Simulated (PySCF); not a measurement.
Where the electron goes

C6H9N2 (charge +1).
Structure used (GFN2-xTB), in Å, numbered top down from 1:
```xyz
17
C6H9N2 angstrom
C      2.662   -0.306   -0.244
C      1.276    0.190   -0.112
C      0.181   -0.682   -0.018
N     -1.056   -0.197    0.088
C     -2.179   -1.098    0.208
C     -1.251    1.126    0.109
C     -0.147    1.966    0.012
N      1.078    1.503   -0.095
H      3.356    0.450    0.114
H      2.809   -1.241    0.289
H      2.886   -0.481   -1.297
H      0.310   -1.754   -0.028
H     -3.085   -0.629   -0.169
H     -1.991   -2.016   -0.347
H     -2.336   -1.358    1.258
H     -2.259    1.499    0.201
H     -0.262    3.041    0.021
```

Theory: TDDFT CAM-B3LYP/def2-SVPD, vertical, gas phase, core orbitals frozen in the response in PySCF. GFN2-xTB frequencies show an imaginary mode (39i cm⁻¹), so this geometry is no minimum at that level.

Frontier orbitals with the atoms that hold most of them (Löwdin shares over 4%, at most four atoms; ? is withheld):

| orbital | ε (eV) | atoms |
| --- | --- | --- |
| HOMO-3 | -16.73 | C1 44%, H9 20%, H10 16%, C2 7% |
| HOMO-2 | -15.94 | N8 28%, N4 16%, C7 15%, C5 8% |
| HOMO-1 | -14.15 | C6 19%, C3 18%, C2 15%, N8 12% |
| HOMO | ? | ? |
| LUMO | -6.15 | ? |
| LUMO+1 | -4.85 | C2 20%, C7 20%, C6 16%, C3 13% |
| LUMO+2 | -2.87 | C5 22%, C3 15%, C6 14%, H12 6% |

Question: Give the leading atoms of the LUMO.

Answer: N4 (bonded to 3 C) 22%; N8 (bonded to 2 C) 21%; C3 (bonded to C, N and H) 15%; C6 (bonded to C, N and H) 13%. By element: nitrogen 43%, carbon 28% or more.

Question: Give the leading atoms of the HOMO.

Answer: N8 (bonded to 2 C) 54%; C7 (bonded to C, N and H) 10%; C2 (bonded to 2 C and N) 10%; C3 (bonded to C, N and H) 7%. By element: nitrogen 54% or more, carbon 27% or more.

Question: What is the HOMO energy, and the HOMO–LUMO gap?

Answer: ε(HOMO) = -14.08 eV; the gap is 7.93 eV (0.2914 hartree).

Question: The HOMO–LUMO gap is 7.93 eV. Where does the response calculation put the lowest singlet, and from which orbitals?

Answer: S1 is at 3.92 eV (f = 0.0023), 4.01 eV below the gap, made of HOMO→LUMO (86%), HOMO-1→LUMO (12%). 

Question: One configuration dominates each of S1, S2, S3 and S5. Which, and how do the shares of the two leading atoms of either orbital change from the occupied to the empty one?

Answer: 
- S1 (3.92 eV, f 0.0023), HOMO→LUMO (86%): N8 54% → 21%, C7 10% → at most 13%, N4 at most 7% → 22%
- S2 (5.00 eV, f 0.138), HOMO-1→LUMO (81%): C6 19% → 13%, C3 18% → 15%, N4 at most 13% → 22%, N8 12% → 21%
- S3 (5.10 eV, f 0.0007), HOMO→LUMO+1 (86%): N8 54% → at most 14%, C7 10% → 20%, C2 10% → 20%
- S5 (7.19 eV, f 0.472), HOMO-2→LUMO (70%): N8 28% → 21%, N4 16% → 22%
